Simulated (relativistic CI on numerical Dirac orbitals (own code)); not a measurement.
## How well does a small relativistic CI reproduce I I?

Computed by Dirac-Coulomb-Breit CI, orbitals from a KLI potential per configuration, QED by a radiative potential, valence Slater integrals scaled by 0.85, P86 correlation energy added to each configuration (own radial code, finite nucleus).

Configuration list (outside the closed core [Kr] 4d10): 5s2.5p5, 5s2.5p4.6s, 5s2.5p4.6p, 5s2.5p4.5d, 5s2.5p4.7p, 5s.5p6, 5s2.5p4.7s, 5s2.5p4.6d, 5s2.5p4.4f, 5s2.5p4.7d, 5s2.5p4.5f, 5s2.5p4.5g, 5s2.5p4.6f, 5s2.5p4.7f, 5s2.5p3.5d2, 5s2.5p2.5d2.6s, 5s2.5p2.5d2.6p, 5s2.5p2.5d3, 5s2.5p2.5d2.7p, 5s2.5p2.5d2.7s. Double excitations out of closed p, d and f shells are left out; levels of such configurations are missing from the list, as are those of other unlisted configurations, and high levels can miss mixing partners. These lack a partner that the ground configuration has and come out too high: 5s2.5p4.6d, 5s2.5p4.4f, 5s2.5p4.7d, 5s2.5p4.5f, 5s2.5p4.5g.

```tsv
Configuration	Term (tabulated)	J	Measured (cm⁻¹)	Computed	Error	Purity (%)
5s2.5p5	2P°	3/2	0.0	0	0	99
5s2.5p5	2P°	1/2	7603.1	7687	84	99
5s2.5p4.6s	2[2]	5/2	54633.5	55195	562	90
5s2.5p4.6s	2[0]	1/2	60896.2	61443	547	81
5s2.5p4.6s	2[1]	1/2	63186.8	64041	855	88
5s2.5p4.6p	2[2]°	3/2	64990.0	64467	-523	51
5s2.5p4.6p	2[3]°	7/2	65670.0	65016	-654	90
5s2.5p4.6p	2[1]°	1/2	65857.0	65301	-556	40
5s2.5p4.6p	2[1]°	3/2	67062.1	66312	-750	51
5s2.5p4.6s	2[2]	5/2	68587.9	70071	1483	74
5s2.5p4.6p	2[0]°	1/2	71501.5	70946	-556	37
5s2.5p4.6p	2[1]° †	1/2	71813.9	71277	-537	37
5s2.5p4.6p	2[1]° †	3/2	71976.7	71339	-638	60
5s2.5p4.6p	2[2]°	3/2	72807.1	72196	-611	34
5s2.5p4.6p	2[1]°	3/2	73054.5	72379	-675	63
5s2.5p4.6p	2[1]°	1/2	73387.1	72756	-632	43
5s2.5p4.6p	2[1]°	3/2	78415.2	79100	685	83
5s2.5p4.6p	2[3]°	7/2	79003.6	79290	286	89
5s2.5p4.6p	2[1]°	1/2	79701.6	79751	49	73
5s2.5p4.6p	2[2]°	3/2	80039.8	80187	147	65
```

Measured levels from NIST Handbook of Basic Atomic Spectroscopic Data (Sansonetti and Martin, J. Phys. Chem. Ref. Data 34, 1559 (2005)); pairs were made by configuration, J and term (by order where the table uses no LS term), so strongly mixed levels may be paired wrongly.

Mean error by configuration (cm⁻¹): 5s2.5p5 84; 5s2.5p4.6s 862; 5s2.5p4.6p -316. Over the excited levels the mean absolute error is 568 cm⁻¹ (19 of the 33 excited levels that our extract of the source holds in range could be paired, and the others can miss by more), and the median relative error of those above 1,000 cm⁻¹ is 0.87 %. † marks terms whose computed intervals miss the measured ones by more than a factor of 2.5, or configurations far off the rest, from wrong mixing, a near crossing or a doubtful label or measurement; they are left out of the means.

Transition probabilities of persistent lines. The last column rescales the computed rate by the cube of measured over computed energy:

| λ measured (Å) | Lower | Upper | A tabulated (s⁻¹) | A computed | A rescaled |
| --- | --- | --- | --- | --- | --- |
| 1830.38 vacuum | 5s2.5p5 2P°_3/2 | 5s2.5p4.6s 2[2]_5/2 | 1.60e+07 | 1.60e+07 | 1.55e+07 |
